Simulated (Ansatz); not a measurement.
Ansatz (a first-principles code) input (B3LYP-D3(BJ)/def2-TZVP):

Ansatz 0.2 input:
```yaml
crystal:
  periodic: [false, false, false]
  atoms:
    - {symbol: Ge, position_ang: [0.63938070, -0.26037975, 0.25307014]}
    - {symbol: Br, position_ang: [-0.65725666, -1.86255925, -1.01203328]}
    - {symbol: Br, position_ang: [-0.81857782, 0.48912586, 2.03102849]}
    - {symbol: Br, position_ang: [0.90881600, 1.64821887, -1.20763362]}
basis:
  gaussian:
    orbitals: def2-TZVP
hamiltonian:
  xc: b3lyp
  dispersion: d3bj
magnetization: {spin_polarized: true, initial_magnetization: 1}
relax: {f_tol: 0.002, max_steps: 150}
```

End of the output:

```
the calculation of the forces begins
reference -266663.65252498 eV, -9799.7084791775 hartree; 69, 68 occupied and 123, 124 virtual orbitals, 1362 factors
relax step   4: F+E_penalty+E_count = -266664.00922873 eV  Δ(F+E_penalty+E_count) = -2.458e-5 eV  max|allowed force component| = 3.675e-4 eV/Å  Δτ_max = 0.0027 Å  (26 SCF iters, accepted)
integrals: 0.24 GiB planned
1362 factors; integrals over basis functions are off by at most 2.9e-4 eV
mean field: 3.03 GiB planned
mean field -266663.65226972 eV, -9799.7084697968 hartree, gradient 2.6e-5 eV, S^2 0.753781; 1 other end points of the search recorded, 0 dependent functions left out
the calculation of the forces begins
reference -266663.65252498 eV, -9799.7084791775 hartree; 69, 68 occupied and 123, 124 virtual orbitals, 1362 factors
Total energy: -266664.00948399 eV, -9799.7215971790 hartree
Atom 0 at     0.533209    -0.215238     0.212538 Å, force     0.000113    -0.000047     0.000043 eV/Å
Atom 1 at    -0.618306    -1.862723    -0.991283 Å, force    -0.000124    -0.000345    -0.000189 eV/Å
Atom 2 at    -0.778416     0.471036     2.028607 Å, force    -0.000151     0.000090     0.000367 eV/Å
Atom 3 at     0.935875     1.621331    -1.185430 Å, force     0.000163     0.000301    -0.000221 eV/Å
Dipole moment:     0.177134    -0.075262     0.067543 e Å
```

It need not be the lowest isomer of its formula.
